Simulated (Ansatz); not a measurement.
Program: Ansatz. Geometries: PBE0-D4/def2-TZVP. ΔE: electronic, gas phase. CCSD(T)/CBS adds triple-zeta CCSD(T) − MP2 to the extrapolated MP2 energy (def2 sets, frozen cores). This one scheme is used for every species. DFT in def2-TZVPP. B3LYP here is the variant with VWN-RPA as its local correlation; programs differ in this. One conformer a species, not always the lowest.

Reaction (cleavage of the Al–B bond): `[BH2][AlH][SiH3]` + `[SiH3]S` → `[SiH3][AlH][S][SiH3]` + BH₃

CCSD(T)/CBS gives -1.61 eV.

Question: Another level gave -1.39 eV. Which?
A. PBE/def2-TZVPP
B. CCSD(T)/def2-TZVPP
C. BHLYP/def2-TZVPP
D. B3LYP/def2-TZVPP

Answer: A. PBE -1.39, BHLYP -1.53, B3LYP -1.45, CCSD(T)/def2-TZVPP -1.58 eV.

Largest T1 diagnostic among the species: 0.013.

Leaving LDA and LC-ωPBE aside and taking each functional with its dispersion term where it has one, the values, not all of them listed here, spread over 0.19 eV, from BHLYP-D4 to PBE-D4. LDA lies −0.04 eV from PBE without D4. From r2SCAN to r2SCAN0 (25 % exact exchange), in def2-TZVPP and without D4, ΔE moves by −0.03 eV. The D4 term adds −0.13 eV with B3LYP and −0.07 eV with PBE0; it sums over pairs of atoms, weighted by their polarisabilities, and B3LYP, whose exchange is more repulsive, gets the larger term.
